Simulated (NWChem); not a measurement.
# SnSiH3Cl, singlet; SMILES [SiH3][Sn][Cl]

```xyz
6

Sn     0.7251    -0.1782     0.0000
Cl    -1.2463    -1.5522     0.0000
Si    -0.8274     2.0022     0.0000
H     -1.7032     1.9866     1.2162
H     -1.7108     1.9831    -1.2106
H     -0.0693     3.2967    -0.0040
```
Atoms are numbered in this order, from 1.

All runs: NWChem. Low-valent species are run as closed-shell singlets; no triplet was tried in these runs. Coordinates come from a PBE0/def2-SVP optimisation. Not confirmed as a minimum by frequencies. def2 effective core potentials on Sn; no spin-orbit coupling. Ions are spin-unrestricted doublets at the neutral geometry; other ion states weren't tried.

Problem. What does the run give for PBE0/def2-SVP? Quantities: vertical ionisation energy, ΔSCF (eV); −ε(HOMO) (eV).

Solution. 
```json
{
 "vertical ionisation energy, ΔSCF (eV)": "8.38",
 "−ε(HOMO) (eV)": "6.45"
}
```
